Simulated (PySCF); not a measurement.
Simulated outer-valence photoelectron spectrum of `[F][GeH2][NH][GeH3]`. Method used: EOM-IP-CCSD/aug-cc-pVDZ in PySCF, restricted Hartree–Fock reference, frozen core, non-relativistic, gas phase, PBE0-D3(BJ)/def2-SVP geometry.

Each root has a Gaussian of 0.5 eV full width with its one-hole share as area; cross sections and vibrations are left out, and the highest printed point is 100.

| ionisation energy (eV) | intensity |
| --- | --- |
| 9.0 | 0 |
| 9.2 | 2 |
| 9.4 | 13 |
| 9.6 | 37 |
| 9.8 | 43 |
| 10.0 | 20 |
| 10.2 | 4 |
| 10.4 | 0 |
| 10.6 | 0 |
| 10.8 | 0 |
| 11.0 | 0 |
| 11.2 | 0 |
| 11.4 | 2 |
| 11.6 | 14 |
| 11.8 | 40 |
| 12.0 | 58 |
| 12.2 | 72 |
| 12.4 | 97 |
| 12.6 | 100 |
| 12.8 | 68 |
| 13.0 | 27 |
| 13.2 | 5 |
| 13.4 | 3 |
| 13.6 | 16 |
| 13.8 | 40 |
| 14.0 | 43 |
| 14.2 | 31 |
| 14.4 | 53 |
| 14.6 | 82 |
| 14.8 | 64 |
| 15.0 | 24 |
| 15.2 | 4 |
| 15.4 | 0 |

Task: Where are the maxima, and how many lines lie under the curve?

Result: 4 maxima, at 9.7, 12.5, 13.9 and 14.6 eV, from 8 lines. At this width some lines have no maximum of their own.

Task: List the lines with their holes.

Result: 
```tsv
E (eV)	leading hole (HF orbital)	area	Koopmans (eV)
9.73	HOMO	0.94	11.04
11.93	HOMO-1	0.95	12.73
12.34	HOMO-2	0.95	13.10
12.53	HOMO-3	0.94	13.40
12.75	HOMO-4	0.94	13.79
13.91	HOMO-5	0.94	15.55
14.55	HOMO-7	0.94	16.83
14.72	HOMO-6	0.94	16.75
```

The widest gap, 2.20 eV, lies between 9.73 and 11.93 eV. Only orbitals with −ε under 21 eV, eight at most, were ionised, so the high end of the curve may lack lines.

Time: 7.2 min wall; peak memory 3.1 GiB. Hardware: one thread of an Intel Xeon at 2.60 GHz, shared host.

Conformer computed: `[F:1][GeH2:2][NH:3][GeH3:4]`: F1–Ge2–N3–Ge4 -78°.

One conformer stands for the species.
